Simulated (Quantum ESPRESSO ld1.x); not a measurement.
Task: Co3.75+, configuration [Ne] 3s2 3p5.25 3d6 (fractional occupations, a model configuration). Calculated with ld1.x of Quantum ESPRESSO 7.5: Dirac Kohn-Sham, PBE, spin-unpolarised, spherical densities, point nucleus; open shells are shared between the two j in proportion to 2j + 1.

Spin-orbit splittings of the eigenvalues, e(l+1/2) - e(l-1/2), with zeta = 2 splitting/(2l+1) and mean radii in bohr:

| shell | occ. | splitting (eV) | zeta (eV) | <r> j=l-1/2 | <r> j=l+1/2 |
|---|---|---|---|---|---|
| 2p | 6 | ? | ? | 0.2227 | 0.2258 |
| 3p | 5.25 | 1.945 | 1.297 | 0.7883 | 0.7969 |
| 3d | 6 | 0.2403 | 0.09613 | 0.8878 | 0.8910 |

Estimate the 2p splitting.

Result: 14.85 eV (zeta = 9.897 eV).
